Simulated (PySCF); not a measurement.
C₂H₄BClO. Atoms are numbered in the order given.

```xyz
9

B     -0.2169    -0.0377     0.0000
Cl     0.4248    -1.7034     0.0000
C      0.7575     1.1777     0.0000
C      0.2985     2.4369     0.0000
H      1.8398     1.0039     0.0000
H      0.9683     3.3048     0.0000
H     -0.7778     2.6445     0.0000
O     -1.5562     0.1479     0.0000
H     -2.0546    -0.6777     0.0000
```

The structure is a stationary point at ωB97X-D3(BJ)/def2-SVP. One conformer was computed; it need not be the lowest.

Computed with PBE/def2-TZVP run with PySCF.

Computed frontier levels, gap, dipole moment and polarisability:
```json
{
  "highest_occupied_level": "-7.03 eV",
  "lowest_empty_level": "-2.33 eV",
  "orbital_gap": "4.70 eV",
  "dipole_moment": "0.85 D",
  "quadrupole, principal values (traceless, Buckingham form, about the centre of nuclear charge)": "-3.89, -3.56, 7.45 D·Å",
  "mean_static_polarisability": "55.7 bohr³ (8.25 Å³)",
  "polarisability_principal_values": "36.0, 52.4, 78.6 bohr³"
}
```
